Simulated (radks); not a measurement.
Initial-state core-level shifts of the lanthanum ion La+ when its valence configuration changes from [Xe] 5d2. Calculated with a radial shooting solver on a logarithmic mesh with Libxc functionals: non-relativistic Kohn-Sham, SCAN, spin-unpolarised, spherical densities, point nucleus; meta-GGA in the generalised Kohn-Sham scheme; relativity is left out, which matters for an element this heavy. Shifts are changes of the shell-averaged eigenvalues in eV (positive: less bound); the change of the density at the nucleus, which sets a Mossbauer isomer shift, is in e/bohr^3, on a base of 1.312e+05.

4f1 5d1: 2s +7.415; 3s +8.525; 5s +3.047; 5p +2.528; density at nucleus -7.29
5d1 6s1: 2s -2.732; 3s -2.694; 5s -2.479; 5p -2.300; density at nucleus +7.48
5d1.5 6p0.5: 2s -1.807; 3s -1.796; 5s -1.698; 5p -1.603; density at nucleus +0.72
5d1.5 6s0.5: 2s -1.347; 3s -1.331; 5s -1.235; 5p -1.149; density at nucleus +3.60
4f0.5 5d1.5: 2s +3.923; 3s +4.520; 5s +1.554; 5p +1.285; density at nucleus -3.90
4f1.5 5d0.5: 2s +10.188; 3s +11.704; 5s +4.299; 5p +3.571; density at nucleus -9.94
